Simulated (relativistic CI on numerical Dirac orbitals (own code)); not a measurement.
# d6 in a ligand field

Computed with a parametric ligand-field model of a d^n configuration (Racah B and C, spin-orbit zeta, crystal field), exact diagonalisation.

Field parameters in Wybourne normalisation: Oh B⁴₀ = 21Dq, B⁴₄ = √(5/14) B⁴₀; Td as Oh with Dq negative (B⁴₀ = 21Dq, B⁴₄ = √(5/14) B⁴₀). The field is a parameter set, without covalency.

Q: Ground term and bands for B = 830, C = 3450, ζ = 0 cm⁻¹, Td, 10Dq = -4750 cm⁻¹?

A: Ground term 5E with 3.00 electrons in the two orbitals of the cubic e set. Spin-allowed: 5T2 4750 cm⁻¹ (2105 nm). Lowest spin-forbidden: 3T1 14652 cm⁻¹ (682 nm), 3E 17643 cm⁻¹ (567 nm), 3T1 18784 cm⁻¹ (532 nm).

Q: A d6 ion in Oh symmetry has the ground term 1A1 and bands at 3T1 17275 cm⁻¹ (579 nm), 5T2 20095 cm⁻¹ (498 nm), 3T2 23813 cm⁻¹ (420 nm), 1T1 27763 cm⁻¹ (360 nm), 1T2 41061 cm⁻¹ (244 nm), 1T2 57554 cm⁻¹ (174 nm), 1E 58157 cm⁻¹ (172 nm). Which parameters reproduce them?

A: B = 1040, C = 4900, ζ = 0 cm⁻¹, Oh, 10Dq = 30850 cm⁻¹.

Q: A d6 ion in Oh symmetry has the ground term 1A1 and bands at 3T1 18223 cm⁻¹ (549 nm), 3T2 21847 cm⁻¹ (458 nm), 1T1 23499 cm⁻¹ (426 nm), 5T2 28984 cm⁻¹ (345 nm), 1T2 30821 cm⁻¹ (324 nm), 1T2 47916 cm⁻¹ (209 nm), 1E 48437 cm⁻¹ (206 nm). Which parameters reproduce them?

A: B = 520, C = 2510, ζ = 0 cm⁻¹, Oh, 10Dq = 25300 cm⁻¹.

Q: Ground term and bands for B = 880, C = 3530, ζ = 0 cm⁻¹, Oh, 10Dq = 8900 cm⁻¹?

A: Ground term 5T2 with 2.00 electrons in the two orbitals of the cubic e set. Spin-allowed: 5E 8900 cm⁻¹ (1124 nm). Lowest spin-forbidden: 3T1 11028 cm⁻¹ (907 nm), 1A1 11655 cm⁻¹ (858 nm), 3T2 14527 cm⁻¹ (688 nm).

Q: Ground term and bands for B = 520, C = 2490, ζ = 0 cm⁻¹, Td, 10Dq = -5700 cm⁻¹?

A: Ground term 5E with 3.00 electrons in the two orbitals of the cubic e set. Spin-allowed: 5T2 5700 cm⁻¹ (1754 nm). Lowest spin-forbidden: 3T1 8342 cm⁻¹ (1199 nm), 3E 12473 cm⁻¹ (802 nm), 3T1 13229 cm⁻¹ (756 nm).
